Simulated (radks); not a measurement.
The nuclear charge of the molybdenum ion Mo2+ is varied continuously with 40 electrons held in [Kr] 4d4. All-electron calculation, scalar-relativistic Kohn-Sham, LDA (Slater exchange, Perdew-Wang correlation), spin-polarised, spherical densities, point nucleus; open shells are filled with parallel spins first (spin-orbit coupling, left out, can overturn this in heavy ions). Program: a radial shooting solver on a logarithmic mesh with Libxc functionals. By the Hellmann-Feynman theorem dE/dZ = E(electron-nucleus)/Z, the electronic potential at the nucleus. The scalar-relativistic energy here is not variational (the density holds large components alone), so the two differ by a part that grows with Z.

| Z | E (hartree) | E(electron-nucleus)/Z (hartree) | HOMO | e(HOMO) (eV) | <r> HOMO (bohr) |
|---|---|---|---|---|---|
| 41 | -3815.37391 | -224.078 | 4d | -10.277 | 2.038 |
| 41.25 | -3871.74920 | -225.934 | 4d | -12.925 | 1.940 |
| 41.5 | -3928.59115 | -227.789 | 4d | -15.774 | 1.856 |
| 41.75 | -3985.89950 | -229.643 | 4d | -18.811 | 1.782 |
| 42 | -4043.67409 | -231.497 | 4d | -22.026 | 1.717 |
| 42.25 | -4101.91487 | -233.350 | 4d | -25.411 | 1.658 |
| 42.5 | -4160.62185 | -235.203 | 4d | -28.958 | 1.605 |
| 42.75 | -4219.79512 | -237.057 | 4d | -32.662 | 1.557 |
| 43 | -4279.43482 | -238.911 | 4d | -36.517 | 1.512 |

The central difference of E at Z = 42 is -232.031 hartree, to compare with the third column; the second derivative is -7.46 hartree.
